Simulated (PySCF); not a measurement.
GeH2Me(OEt), C3H10GeO.
Structure used (PBE0-D3(BJ)/def2-SVP), in Å, numbered top down from 1:
```xyz
15
C3H10GeO angstrom
Ge     0.6192    1.2989    0.4089
H      0.6097    1.3143    1.9558
H      2.0811    1.2896   -0.0969
C     -0.4221    2.7389   -0.3596
H     -0.0208    3.7145   -0.0491
H     -1.4669    2.6626   -0.0268
H     -0.3955    2.6763   -1.4565
O     -0.1787   -0.2014   -0.1415
C      0.3226   -1.4508    0.2545
C     -0.5546   -2.5423   -0.3160
H      1.3664   -1.5897   -0.0969
H      0.3524   -1.5360    1.3609
H     -0.1863   -3.5376   -0.0240
H     -1.5877   -2.4303    0.0457
H     -0.5716   -2.4831   -1.4146
```

Computed, not measured: TDDFT B3LYP/def2-SVPD, vertical, gas phase, core orbitals frozen in the response in PySCF 2.14.0, density-fitted response routines. The B3LYP/def2-SVPD calculation is non-relativistic and has no spin–orbit coupling, an omission that weighs most on germanium.

Computed states:

```tsv
state	E (eV)	f
S1	6.49	0.0002
S2	6.74	0.016
S3	7.10	0.025
S4	7.46	0.074
S5	7.51	0.0025
S6	7.69	0.013
S7	8.00	0.085
S8	8.04	0.0005
S9	8.12	0.032
S10	8.25	0.032
S11	8.30	0.050
S12	8.31	0.0002
S13	8.40	0.049
S14	8.48	0.0006
S15	8.55	0.086
```

Each state is given a Gaussian of 0.3 eV full width at half maximum, with ε(max) = 2.175×10⁸ f / Δν̃ (Δν̃ the width in cm⁻¹). The cross-section is σ = 3.8235×10⁻²¹ ε cm², given in Mb (10⁻¹⁸ cm²). The width is an assumption, not a result. The curve ends short of the highest state used, and states not computed would add to its high-energy end.

Task: Give the broadened spectrum and its maxima.

Result: 
E (eV), σ (Mb) and a bar:
```
     6.04       0.00 
     6.09       0.00 
     6.13       0.00 
     6.18       0.00 
     6.22       0.01 
     6.27       0.02 
     6.31       0.05 
     6.35       0.09 
     6.40       0.21 
     6.44       0.39 
     6.49       0.83 #
     6.53       1.42 #
     6.58       2.46 ##
     6.62       3.46 ###
     6.66       4.45 ####
     6.71       5.37 #####
     6.75       5.66 #####
     6.80       5.51 #####
     6.84       5.20 #####
     6.89       5.08 #####
     6.93       5.46 #####
     6.97       6.29 ######
     7.02       7.64 #######
     7.06       8.57 ########
     7.11       9.15 ########
     7.15       9.23 ########
     7.20       9.50 #########
     7.24      10.58 ##########
     7.28      12.90 ############
     7.33      17.43 ################
     7.37      21.59 ####################
     7.42      25.77 #######################
     7.46      27.13 #########################
     7.51      25.77 #######################
     7.55      22.72 #####################
     7.59      18.85 #################
     7.64      14.26 #############
     7.68      11.60 ##########
     7.73      10.21 #########
     7.77      10.96 ##########
     7.82      14.51 #############
     7.86      19.32 #################
     7.90      25.36 #######################
     7.95      33.20 ##############################
```

Maxima: 183 nm (6.76 eV), ε about 1500, made up of S2 (96%); 166 nm (7.46 eV), ε about 7100, made up of S4 (93%) (ε in L mol⁻¹ cm⁻¹; maxima over ε = 5, shares over 10%). At its high-energy end, 7.95 eV, the curve is still rising (ε about 8700, from S7 and S9).

Task: What would ε be at 7.46 eV, the highest of these maxima, with half the width (0.15 eV)?

Result: About 13600 L mol⁻¹ cm⁻¹ against 7100, a factor of about 1.9; a lone state at its own centre would give exactly 2.

Task: Coming from long wavelengths, where does ε first pass 100 L mol⁻¹ cm⁻¹?

Result: At about 193 nm (6.44 eV), 0.05 eV below S1.

Task: On this curve, what absorbance would a 10⁻⁵ mol/L sample give at 193 nm over a 1 cm path?

Result: 193 nm is 6.424 eV, where ε is about 80 L mol⁻¹ cm⁻¹, so A = ε c l ≈ 0.0008 (Beer–Lambert, with the gas-phase spectrum and the assumed width).

The vertical ionisation energy (ΔSCF) is 9.60 eV, 1.05 eV above S15.

One conformer stands for the species.
